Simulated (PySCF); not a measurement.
**Checking a proposed structure**

A compound C7H16O gives the data below (simulated from a calculation) and was assigned the structure `CC(C)OC(C)(C)C`.

13C{1H} NMR (computed): δ 79.9 (CH2), 67.3 (CH2), 31.9 (C), 28.1 (CH3, 3C), 14.8 (CH3).

1H NMR (600 MHz, computed): δ 3.56 (q, 2H), 2.84 (s, 2H), 1.13 (t, 3H), 0.90 (s, 9H).

Computational details: PBE0-D3(BJ)/def2-SVP geometry, NMR shieldings at PBE0/pcSseg-1/GIAO, in PySCF 2.14.0 with density-fitted response routines (rapidly exchanging positions averaged, single conformer, no relativistic terms, in vacuum).

Chemical shifts δ = σref − σ; 1H (σ = 31.27 ppm), 13C (σ = 184.41 ppm) vs TMS, all at this level.

Problem. Compare with the shifts computed for the proposed structure, pairing carbons in order of shift.

Solution. Mapped SMILES: `[CH3:1][CH:2]([CH3:3])[O:4][C:5]([CH3:6])([CH3:7])[CH3:8]` (H(Xn): hydrogen on atom n).

```json
{"atom": "C5", "computed for proposal": "71.3", "given list": "79.9", "difference": "-8.6"}
{"atom": "C2", "computed for proposal": "63.6", "given list": "67.3", "difference": "-3.7"}
{"atom": "C6", "computed for proposal": "28.8", "given list": "31.9", "difference": "-3.1"}
{"atom": "C7", "computed for proposal": "28.8", "given list": "28.1", "difference": "+0.7"}
{"atom": "C8", "computed for proposal": "28.8", "given list": "28.1", "difference": "+0.7"}
{"atom": "C1", "computed for proposal": "26.1", "given list": "28.1", "difference": "-2.0"}
{"atom": "C3", "computed for proposal": "26.1", "given list": "14.8", "difference": "+11.3"}
```

The rms difference is 5.8 ppm and the largest +11.3 ppm at C3 (methyl carbon). The proposal also would give 4 carbon signals, not 5. The carbon types in order of shift don't match either: C, CH, CH3, CH3, CH3, CH3, CH3 for the proposal against CH2, CH2, C, CH3, CH3, CH3, CH3 in the data. The proposal doesn't fit.

Problem. Which isomer fits?

Solution. `CC(COCC)(C)C`.

1. Carbon types of the structure: 1 × C, 2 × CH2, 4 × CH3, which accounts for all hydrogens.
2. δC 79.9, 67.3: sp3 CH2 bonded to O; the inductive effect lowers its shielding.
3. δC 31.9: quaternary sp3 carbon; aliphatic region, no heteroatom directly attached.
4. δC 28.1, 14.8: methyl carbon; saturated and bonded to C and H only.
5. δH 3.56, 2.84: hydrogen on an sp3 CH2 bonded to O; its carbon carries O, which withdraws density.

The shifts were computed for this structure.

Shifts are as computed. Against solution values, carbons near 30 ppm lie about +2 ppm off and those near 130 ppm about +5 ppm. Of 1211 compounds with measured shifts, 218 miss one by over three times the rms of a fit or turn the order of signals round; such compounds aren't used in these exercises. No couplings were computed; multiplicities are counted from neighbouring protons, with m where these are inequivalent, close in shift, in a saturated or five-membered ring or joined by F or P, and br s for small geminal =CH2 splittings.
